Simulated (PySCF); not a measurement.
# Two-component Hartree-Fock for Re(38+) (rhenium, charge +38)

Start: [Kr] 4d1; 4d3/2 filled at m_j = +3/2. Calculated with PySCF 2.14 in an even-tempered Gaussian basis (16 s from 4.3 bohr⁻², ratio 2.8; 14 p from 5.6 bohr⁻², ratio 2.8; 9 d from 5.6 bohr⁻², ratio 2.8; 3 f from 20 bohr⁻², ratio 3): generalised Hartree-Fock with the X2C-1e Hamiltonian and a Gaussian nucleus; one run each with spin-orbit coupling (SO) switched off, then screened by Boettger's factors.

```json
{"spinor shell": "1s1/2", "electrons": "2", "ε, spin-free (eV)": "-73749.2", "ε, screened SO (eV)": "-73725.7", "weight of nominal j (screened SO)": "1.000", "rms radius, screened SO (bohr)": "0.0204"}
{"spinor shell": "2s1/2", "electrons": "2", "ε, spin-free (eV)": "-14322.0", "ε, screened SO (eV)": "-14314.2", "weight of nominal j (screened SO)": "1.000", "rms radius, screened SO (bohr)": "0.0824"}
{"spinor shell": "2p1/2", "electrons": "2", "ε, spin-free (eV)": "-12719.0", "ε, screened SO (eV)": "-13750.3", "weight of nominal j (screened SO)": "1.000", "rms radius, screened SO (bohr)": "0.0700"}
{"spinor shell": "2p3/2", "electrons": "4", "ε, spin-free (eV)": "-12719.0", "ε, screened SO (eV)": "-12302.6", "weight of nominal j (screened SO)": "1.000", "rms radius, screened SO (bohr)": "0.0775"}
{"spinor shell": "3s1/2", "electrons": "2", "ε, spin-free (eV)": "-4620.9", "ε, screened SO (eV)": "-4618.1", "weight of nominal j (screened SO)": "1.000", "rms radius, screened SO (bohr)": "0.208"}
{"spinor shell": "3p1/2", "electrons": "2", "ε, spin-free (eV)": "-4136.8", "ε, screened SO (eV)": "-4369.6", "weight of nominal j (screened SO)": "1.000", "rms radius, screened SO (bohr)": "0.200"}
{"spinor shell": "3p3/2", "electrons": "4", "ε, spin-free (eV)": "-4136.8", "ε, screened SO (eV)": "-4040.3", "weight of nominal j (screened SO)": "1.000", "rms radius, screened SO (bohr)": "0.214"}
{"spinor shell": "3d3/2", "electrons": "4", "ε, spin-free (eV)": "-3592.6", "ε, screened SO (eV)": "-3634.7", "weight of nominal j (screened SO)": "1.000", "rms radius, screened SO (bohr)": "0.188"}
{"spinor shell": "3d5/2", "electrons": "6", "ε, spin-free (eV)": "-3592.6", "ε, screened SO (eV)": "-3561.9", "weight of nominal j (screened SO)": "1.000", "rms radius, screened SO (bohr)": "0.192"}
{"spinor shell": "4s1/2", "electrons": "2", "ε, spin-free (eV)": "-2066.4", "ε, screened SO (eV)": "-2065.3", "weight of nominal j (screened SO)": "1.000", "rms radius, screened SO (bohr)": "0.437"}
{"spinor shell": "4p1/2", "electrons": "2", "ε, spin-free (eV)": "-1882.2", "ε, screened SO (eV)": "-1957.0", "weight of nominal j (screened SO)": "1.000", "rms radius, screened SO (bohr)": "0.436"}
{"spinor shell": "4p3/2", "electrons": "4", "ε, spin-free (eV)": "-1882.2", "ε, screened SO (eV)": "-1850.6", "weight of nominal j (screened SO)": "1.000", "rms radius, screened SO (bohr)": "0.462"}
{"spinor shell": "4d3/2", "electrons": "1", "ε, spin-free (eV)": "-1685.8", "ε, screened SO (eV)": "-1698.3", "weight of nominal j (screened SO)": "1.000", "rms radius, screened SO (bohr)": "0.443"}
```

```csv
quantity,spin-free,screened SO
E (hartree),-15806.88257,-15828.32001
M_J,3/2,3/2
⟨J²⟩,4.289,3.751
⟨L²⟩,6.002,6.088
⟨S²⟩,0.750,0.837
```

Each row is a mean over spinors that exchange with the open shell spreads, by up to 13.097 eV (4p1/2).

Breit and QED terms are absent; they matter most for the inner s and p1/2 levels.

Densities and radii are taken from the X2C orbitals without a picture-change correction, which distorts them close to the nucleus.

Without spin-orbit coupling the j labels of p, d and f shells carry no meaning; the spin-free column gives the mean over the occupied spinors of each nl shell, and its ⟨J²⟩ belongs to a mixture of degenerate components.
